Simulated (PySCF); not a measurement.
Si(F)(Br)(NH2)2 (BrFH4N2Si), SMILES N[Si](N)(F)Br. Atoms are numbered in the order given.

```xyz
9

N     -1.6691    -1.2192     0.7543
Si    -0.1299    -0.5025     0.6432
N      1.0678    -1.6991     0.5279
F     -0.0356     0.4747     1.9378
Br     0.2203     0.8511    -1.0825
H     -1.9663    -1.9052     0.0696
H     -2.4496    -0.6967     1.1368
H      1.0896    -2.4826     1.1714
H      1.9631    -1.5155     0.0911
```

Coordinates come from a ωB97X-D3(BJ)/def2-SVP optimisation. The structure was generated by enumeration, and PubChem lists no compound with its InChIKey, so it may never have been made. The values are those of a single conformer.

The numbers are results of PySCF with PBE/pcSseg-1, not measurements.

GIAO shieldings, no solvent; atoms listed in one row are averaged. δ = σ(ref) − σ: ¹⁵N against NH3 (σ = 267.0 ppm); ²⁹Si against TMS (σ = 335.4 ppm); ¹⁹F against CFCl3 (σ = 133.6 ppm); ¹H against TMS (σ = 31.49 ppm), references at their B3LYP-D3(BJ)/def2-TZVP geometries, non-relativistic (without spin–orbit terms, shifts of atoms bonded to Cl or Br come out too high).

| nucleus | atoms | count | δ (ppm) |
|---|---|---|---|
| ¹⁵N | N3 | 1 | 47.8 |
| ¹⁵N | N1 | 1 | 42.3 |
| ²⁹Si | Si2 | 1 | -24.2 |
| ¹⁹F | F4 | 1 | -136.5 |
| ¹H | H9 | 1 | 1.46 |
| ¹H | H8 | 1 | 1.45 |
| ¹H | H7 | 1 | 1.35 |
| ¹H | H6 | 1 | 1.23 |
